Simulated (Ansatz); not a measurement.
Coupled-cluster diagnostics for Cs2I2 (the lowest singlet isomer of a short search), Ansatz.

Geometry of the singlet (B3LYP-D4/def2-SVP):

Cartesian coordinates in Å:
```
Cs -1.811 -0.319 -1.731
Cs 1.811 0.318 1.731
I 0.372 -2.589 0.088
I -0.371 2.590 -0.088
```

In the def2 sets Cs, I take a core potential; there is no spin–orbit coupling. Correlated methods freeze 8 core orbitals; core or outer-core shells of Cs, I are correlated, in sets that lack core-valence functions. The structure comes from a short search, and lower isomers may exist.

**Question.** Estimate the CCSD(T) correlation energy, the shares of MP2 and (T), T1 and the reference's ⟨S²⟩ for: charge 0, singlet, own geometry in def2-TZVPP; and the rough time on 4 threads of Arm Neoverse V2 on a shared host.

**Answer.** 
```csv
state,basis,correlation (eV),MP2 share (%),(T) share (%),T1,⟨S²⟩ (pure),wall time
"charge 0, singlet, own geometry",def2-TZVPP,-34.765,100.5,2.2,0.005,0.00 (0.00),96 s
```
Customary marks for T1 are 0.02 (closed shells), 0.045 (open shells) and about 0.05 (3d metals). T1 stays under 0.02 throughout.
